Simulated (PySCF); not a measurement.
## Working with the constants of GaTe

UHF-CCSD(T) constants of GaTe, ²Σ⁺ (doublet), unpaired electrons σ ↑ (basis Ga cc-pVDZ-PP with ECP10, Te cc-pVDZ-PP with ECP28; scalar-relativistic core potentials; PySCF 2.14; masses 68.9256 and 129.9062 u):

```
ωe              : 255.5 cm⁻¹
ωexe            : 0.832 cm⁻¹
Be              : 0.062863 cm⁻¹
αe              : 0.000252 cm⁻¹
D (centrifugal) : 1.52e-08 cm⁻¹
De to Ga + Te   : 2.41 eV
```

(1) Give the vibrational terms G(v) and spacings up to v = 6.

(2) How well does the Morse estimate ωe²/(4ωexe) reproduce De, and what is D0?

Correlated steps freeze 8 core orbitals. Correlated levels converge slowly with the basis: in double zeta they bind strong bonds too weakly, by up to about 1 eV, and carry superposition errors of some tenths. These are scalar-relativistic numbers at best; spin–orbit coupling would shift them, the dissociation energy most. The state is the lowest determinant that a PBE0 search found; another state may lie lower at other levels.

## Answers

(1) G(v) = ωe(v+½) − ωexe(v+½)².

| v | G(v) (cm⁻¹) | G(v) − G(v−1) | Bv (cm⁻¹) |
| --- | --- | --- | --- |
| 0 | 127.5 |  | 0.06274 |
| 1 | 381.4 | 253.8 | 0.06248 |
| 2 | 633.5 | 252.2 | 0.06223 |
| 3 | 884.1 | 250.5 | 0.06198 |
| 4 | 1132.9 | 248.8 | 0.06173 |
| 5 | 1380.1 | 247.2 | 0.06148 |
| 6 | 1625.6 | 245.5 | 0.06123 |

(2) It gives 2.43 eV, 101 % of the computed De. D0 = De − G(0) = 2.41 − 0.02 = 2.39 eV.
